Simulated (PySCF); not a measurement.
C₇H₉FN (doublet state).
Structure used (GFN2-xTB), in Å, numbered top down from 1:
```
atom  x, y, z in Å
C1     0.978    1.720    0.200
C2     0.795    0.384   -0.039
C3     2.028   -0.485   -0.131
F4     2.137   -1.072   -1.375
C5    -0.452   -0.226   -0.208
C6    -0.592   -1.701   -0.349
C7    -1.708    0.599   -0.205
C8    -2.025    0.956    1.159
N9    -2.246    1.213    2.251
H10    0.161    2.403    0.331
H11    1.966    2.130    0.303
H12    2.937    0.106    0.011
H13    2.001   -1.304    0.595
H14   -0.193   -2.216    0.529
H15   -0.029   -2.062   -1.211
H16   -1.632   -1.991   -0.470
H17   -2.548    0.034   -0.617
H18   -1.586    1.518   -0.786
```

The hyperfine couplings belong to this conformer and change with its torsions.

Identity: `C(/CF)(=C(/C)CC#N)[CH2]` [radical].

Level of theory: UKS B3LYP, pcH-1 on C F H N, non-relativistic, mean-field spin-orbit, GIAO in PySCF 2.14.0. Isolated species at its GFN2-xTB geometry (one conformer only). A GFN2-xTB geometry isn't a minimum of the functional, and hyperfine couplings can be far from their values at a DFT geometry. The SCF solution wasn't tested for stability. ⟨S²⟩ is 0.777 where a pure state has 0.75.

Problem. Match the computed a_iso(13C) values +67.2, +51.7, -47.6, +47.6, -24.3, -21.4, +4.7 MHz with the sites C1; C2; C3; C5; C6; C7; C8.

Solution. 
```tsv
site	a_iso (MHz)	ρ(0) (bohr⁻³)	position	distance from C5 (Å)	spin population	largest |T| (MHz)
C1	+47.6	+0.0423	a main spin site	2.45	+0.61	88.3
C2	-47.6	-0.0424	1 bond from C1	1.40	-0.26	28.1
C3	+4.7	+0.0042	2 bonds from C1	2.49	+0.01	1.1
C5	+67.2	+0.0598	largest spin population	0.00	+0.70	114.9
C6	-24.3	-0.0216	1 bond from C5	1.49	-0.06	2.0
C7	-21.4	-0.0191	1 bond from C5	1.50	-0.05	1.2
C8	+51.7	+0.0460	2 bonds from C5	2.40	+0.02	4.1
```

ρ(0) is the spin density at the nucleus and T the dipolar tensor; entries for several nuclei are means. The largest Mulliken spin populations are on C5 (+0.70), C1 (+0.61) and C2 (-0.26). The angles at C5 add up to 360.0°, so it is planar. Main spin sites, with 60 % or more of the largest population: C1, C5; positions count bonds from the nearest.

Class means assume fast exchange of nuclei equivalent by connectivity; if that motion is slow, each nucleus keeps its own coupling. H10 and H11 aren't averaged: C1 is flat or nearly so (angle sum 360°), and its turn about the short C1–C2 bond (1.37 Å) is taken as slow. The three 1H nuclei of mean +54.9 MHz run from 1.8 to 82.7 MHz in the frozen geometry. The 1H value of +22.9 MHz is a mean of couplings from 10.2 to 35.6 MHz in this one geometry, not an average over conformers. The 1H value of -6.3 MHz is a mean of couplings from -10.7 to -2.0 MHz in this one geometry, not an average over conformers.

The run took 2.1 min (with the writing of density and orbital grids) on one thread of an Arm Neoverse V1 (shared host), and the process peaked at 1.1 GiB of memory.
